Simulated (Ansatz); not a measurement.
The cluster Sn2Au, relaxed as a quartet with UKS B3LYP-D4/def2-TZVP in Ansatz, starting from the B3LYP-D4/def2-TZVP geometry of the neutral doublet. Force threshold 0.02 eV/Å.

In the def2 sets Au, Sn take a core potential; there is no spin–orbit coupling. The relaxation made no stability test and no search for a lower SCF solution. At B3LYP-D4/def2-TZVP a doublet of charge 0 lies 0.94 eV below the quartet, each at its own geometry. The structure comes from a short search, and lower isomers may exist.

Start:

Cartesian coordinates in Å:
```
Au -0.8221 1.2552 -0.4568
Sn 0.5863 -1.0069 -1.1290
Sn 0.2359 -0.2483 1.5858
```

| step | energy (eV) | largest force component (eV/Å) | SCF passes |
| --- | --- | --- | --- |
| 1 | -15362.6761 | 0.831 | 19 |
| 2 | -15362.8835 | 0.248 | 28 |
| 3 | -15362.8970 | 0.111 | 23 |
| 4 | -15362.8981 | 0.119 | 23 |
| 5 (rejected) | -15362.8968 | 0.067 | 26 |
| 6 | -15362.9017 | 0.015 | 25 |

Force components are those of the run's own axes.

End:

Cartesian coordinates in Å:
```
Au -0.719 1.098 -0.400
Sn 0.564 -0.992 -1.384
Sn 0.155 -0.107 1.784
```

By distances, no bond broke or formed. The bond that changes most is Sn2–Sn3, from 2.84 to 3.31 Å (atoms count from 1).

No frequencies were taken in this run, so the end may be a saddle point.

It took 17 s on 4 threads of Arm Neoverse V2 on a shared host.
